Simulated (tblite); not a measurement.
C7H10P (charge -1).
Z-matrix (Å and degrees, GFN2-xTB geometry), rows numbered from 1:
```
C 
C   1  1.5315
C   2  1.5027  1  111.55
C   3  1.4032  2  122.97  1    88.13
C   4  1.3751  3  113.11  2  -178.39
P   5  1.7442  4  112.68  3     0.08
C   3  1.3864  2  124.70  1   -89.75
C   7  1.5013  3  124.61  2    -2.19
H   1  1.0885  2  109.86  3   -58.19
H   1  1.0881  2  110.07  3    60.55
H   1  1.0929  2  111.51  3  -178.84
H   2  1.0968  1  108.70  3   120.85
H   2  1.0952  1  108.94  3  -122.03
H   4  1.0857  3  123.30  2     2.08
H   5  1.0826  4  124.89  3  -179.85
H   8  1.0950  7  111.57  3    60.89
H   8  1.0893  7  110.00  3  -179.15
H   8  1.0957  7  111.32  3   -59.34
```

All values are computed: GFN2-xTB (tblite) harmonic vibrations without scaling, gas phase. The method is semi-empirical: single wavenumbers can be off by several per cent or more. One conformer, not necessarily the lowest.

Harmonic wavenumbers (cm⁻¹): 61.5, 120.0, 138.4, 190.2, 214.7, 270.6, 345.6, 358.2, 420.3, 499.3, 580.1, 638.6, 717.5, 720.2, 788.2, 815.0, 865.8, 891.6, 997.0, 1023.1, 1035.4, 1071.5, 1080.1, 1130.5, 1197.1, 1227.8, 1257.1, 1319.5, 1385.9, 1397.2, 1400.3, 1445.0, 1492.0, 1503.7, 1507.4, 1510.1, 1513.5, 1519.8, 2897.8, 2904.3, 2923.1, 2930.6, 2954.6, 2973.0, 3003.9, 3011.3, 3018.1, 3027.8.

A = 2821, B = 1397, C = 1018 MHz; mass 125.052 u (most abundant isotopes); point group C1, symmetry number 1.

**Question.** What is the zero-point energy?

**Answer.** ½Σν̃ = 32147 cm⁻¹ = 91.91 kcal/mol.

**Question.** What is S at 200 K and 1 bar for an ideal gas of classical rigid rotors and harmonic oscillators?

**Answer.** Translation 38.43, rotation 27.58, vibration 14.30: S = 80.3 cal/(mol K).

**Question.** And Cp and H(200 K) − H(0)?

**Answer.** Cp = 25.31 cal/(mol K), of which vibrations give 17.36 (their classical limit is 48 R = 95.4); H(200 K) − H(0) = 3.25 kcal/mol without the zero-point energy, 1.66 from vibrations.

**Question.** What must be added to the electronic energy to get the Gibbs energy at 200 K and 1 bar?

**Answer.** ZPE + [H(200 K) − H(0)] − T·S = 91.91 + 3.25 − 16.06 = 79.10 kcal/mol.

**Question.** How do the functions run with temperature in this model?

**Answer.** 
```json
{"T (K)": "150", "S (cal/(mol K))": "73.7", "Cp (cal/(mol K))": "20.9", "H − H(0) (kcal/mol)": "2.09", "G − H(0) (kcal/mol)": "-8.96", "ln q(vib)": "1.99"}
{"T (K)": "250", "S (cal/(mol K))": "86.4", "Cp (cal/(mol K))": "29.9", "H − H(0) (kcal/mol)": "4.63", "G − H(0) (kcal/mol)": "-16.98", "ln q(vib)": "4.07"}
{"T (K)": "298.15", "S (cal/(mol K))": "92.1", "Cp (cal/(mol K))": "34.4", "H − H(0) (kcal/mol)": "6.18", "G − H(0) (kcal/mol)": "-21.28", "ln q(vib)": "5.10"}
{"T (K)": "400", "S (cal/(mol K))": "103.6", "Cp (cal/(mol K))": "43.9", "H − H(0) (kcal/mol)": "10.17", "G − H(0) (kcal/mol)": "-31.25", "ln q(vib)": "7.32"}
{"T (K)": "600", "S (cal/(mol K))": "124.4", "Cp (cal/(mol K))": "58.9", "H − H(0) (kcal/mol)": "20.54", "G − H(0) (kcal/mol)": "-54.08", "ln q(vib)": "11.75"}
{"T (K)": "900", "S (cal/(mol K))": "151.3", "Cp (cal/(mol K))": "73.5", "H − H(0) (kcal/mol)": "40.59", "G − H(0) (kcal/mol)": "-95.55", "ln q(vib)": "18.19"}
```

q(vib) and H(0) count from the zero-point level.

**Question.** Blend soft modes into free rotors: weight 1/[1 + (100 cm⁻¹/ν̃)⁴] for the oscillator and the rest for a rotor with moment μB/(μ + B), μ = h/(8π²ν), B = 10⁻⁴⁴ kg m². What vibrational entropy results?

**Answer.** 13.75 cal/(mol K) in place of 14.30, which changes −T·S at 200 K by +0.11 kcal/mol.

**Question.** Which modes carry the vibrational entropy at 200 K?

**Answer.** 61.5 cm⁻¹: 3.62; 120.0 cm⁻¹: 2.34; 138.4 cm⁻¹: 2.08; 190.2 cm⁻¹: 1.51; 214.7 cm⁻¹: 1.31; 270.6 cm⁻¹: 0.95 cal/(mol K); the other 42 give 2.48 together.

Hindered rotation and anharmonicity are outside this model. Other conformers, if any are populated, would add a mixing term that is left out. The structure is chiral; the term R ln 2 for an equal mix with its mirror image is left out.
